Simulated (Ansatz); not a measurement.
Input for Ansatz (an electronic-structure program): SC-NEVPT2 on SA-CASSCF(3,4)/cc-pV(Q+d)Z on CCl (SMILES [C]Cl), 2S+1 = 4, a spin state set in the input, which need not be the lowest. Files ending in .json are basis or fitting sets from the Basis Set Exchange.

Ansatz 0.2 input:
```yaml
crystal:
  periodic: [false, false, false]
  atoms:
    - {symbol: C, position_ang: [-0.00000000, -0.00000000, -1.22426569]}
    - {symbol: Cl, position_ang: [0.00000000, 0.00000000, 0.43209377]}
basis:
  gaussian:
    orbitals: cc-pV_Q+d_Z.json
magnetization: {spin_polarized: false, initial_magnetization: 3}
correlation: {method: sc_nevpt2, electrons: outside_noble_gas, active_space: {window: {electrons: 3, orbitals: 4}, states: [{multiplicity: 2, weights: [1]}, {multiplicity: 4, weights: [1]}]}}
output: {orbitals: {seedname: ./end}}
```

It printed:

```
WARN ansatz: RAYON_NUM_THREADS=1 ignored (pool sized by the plan → 1); use --threads N
Functional definition: HF
integrals: 0.11 GiB planned
1382 factors; integrals over basis functions are off by at most 1.4e-7 eV
mean field: 0.32 GiB planned
mean field evaluation 1: about -13527.9019 eV, gradient 1.2e1 eV
mean field evaluation 2: about -13527.9034 eV, gradient 1.2e1 eV
mean field evaluation 4: about -13529.8612 eV, gradient 3.1e0 eV
mean field evaluation 8: about -13530.0464 eV, gradient 4.8e-1 eV
mean field -13530.04723619 eV, -497.2200649346 hartree, gradient 4.8e-6 eV, S^2 3.750000; 0 other end points of the search recorded, 0 dependent functions left out
reference -13530.04723619 eV, -497.2200649346 hartree; 13, 10 occupied and 106, 109 virtual orbitals, 1382 factors
configuration interaction: 0.27 GiB planned
configuration interaction: 0.00 GiB planned
state -13531.75184169 eV, -497.2827080313 hartree
state -13531.75184169 eV, -497.2827080313 hartree; corrected -13539.86946682 eV, -497.5810252525 hartree
configuration interaction: 0.00 GiB planned
state -13529.96184840 eV, -497.2169269913 hartree
state -13529.96184840 eV, -497.2169269913 hartree; corrected -13537.63363110 eV, -497.4988598053 hartree
Total energy: -13538.75154896 eV, -497.5399425289 hartree
```

The calculation finished and met its thresholds. The last total energy is the mean of the averaged states.

Cost: around 9 core-seconds (rough).
